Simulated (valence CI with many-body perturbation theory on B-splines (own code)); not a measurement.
## Valence orbitals of In

Level of theory: configuration interaction combined with many-body perturbation theory (CI+MBPT): three valence electrons over a frozen Dirac-Fock core [Kr] 4d10, radial functions for each j: 11 s, 11 p, 9 d, 7 f, 5 g, 2 h, 1 i, with the one-electron correlation potential Σ1, the two-electron term Σ2, the three-electron term Σ3, Breit, model QED; selected CI, second order for the rest (own B-spline code, finite nucleus).

Set against measurement, 12 paired levels are off by 138 cm⁻¹ on average, the worst by 460. These come from a selection out of the NIST Handbook of Basic Atomic Spectroscopic Data. Levels without a partner in it may be off by more.

These are the spectroscopic orbitals of the CI (the correlating ones are not listed), shaped by the core and the other valence electrons. h is the expectation value of the core's Dirac-Fock operator, without the valence repulsion; Σ1 is computed up to l = 3 at one energy for each symmetry, that of its lowest orbital but kept below the first core excitation, so for empty shells it is not the orbital's own correlation shift; Breit and QED include the response of the core.

```
Orbital  h (hartree)  Σ1 (cm⁻¹)  Breit (cm⁻¹)  QED (cm⁻¹)  ⟨r⟩ (bohr)
  5s1/2     -0.95529      -9789          70.4        90.0       2.770
  6s1/2      -0.3691       -958           8.7        10.8       8.174
  7s1/2     -0.19044       -276           2.6         3.3       16.83
  8s1/2      -0.1168       -120           1.2         1.4       28.39
  5p1/2     -0.68945      -5301          60.8        -0.1       3.740
  6p1/2       -0.273       -553           7.5         0.0       11.15
  7p1/2     -0.15278       -205           2.9         0.0       21.23
  8p1/2    -0.098175       -100           1.4         0.0       34.17
  5p3/2     -0.67016      -4828          32.5         3.2       3.877
  6p3/2     -0.26839       -532           4.2         0.4       11.36
  7p3/2     -0.15085       -198           1.7         0.2       21.52
  8p3/2    -0.097214      -97.2           0.9         0.1       34.51
  5d3/2      -0.2895       -214           0.3        -0.1       10.00
  6d3/2      -0.1609      -96.2           0.2         0.0       20.36
  7d3/2     -0.10253      -50.3           0.1         0.0       33.56
  5d5/2      -0.2887       -210          -0.1         0.0       10.03
  6d5/2      -0.1605      -94.0          -0.1         0.0       20.40
  7d5/2     -0.10232      -49.2           0.0         0.0       33.60
  4f5/2     -0.15676      -11.5           0.0         0.0       17.95
  5f5/2     -0.10057       -6.9           0.0         0.0       31.32
  4f7/2     -0.15676      -11.5           0.0         0.0       17.95
  5f7/2     -0.10057       -6.9           0.0         0.0       31.32
  5g7/2     -0.10004                      0.0         0.0       27.47
  5g9/2     -0.10004                      0.0         0.0       27.47
```

Among the shells of the start configuration 5s2 5p1, Σ1 is largest in size for 5s1/2, where it is 4.7 % of h.

Lowest root of each symmetry, sizes in configuration state functions:

```
  J  Parity  Roots  Reference  Variational  Second order  Change by selected CI (cm⁻¹)  Change by second order (cm⁻¹)
1/2    even      5          6         6049         32070                         -9576                             -6
3/2    even      5          6         9528         67529                         -8538                            -10
5/2    even      5          5         9956         85647                         -9291                            -11
7/2    even      1          1         1087         66398                         -9327                             -1
9/2    even      1          1         1107         61362                         -9327                             -1
1/2     odd      4          4         5670         34882                         -8902                            -15
3/2     odd      4          4         7261         63910                         -9052                            -22
5/2     odd      2          2         2590         75777                         -9391                             -4
7/2     odd      2          2         2589         78840                         -9391                             -4
```
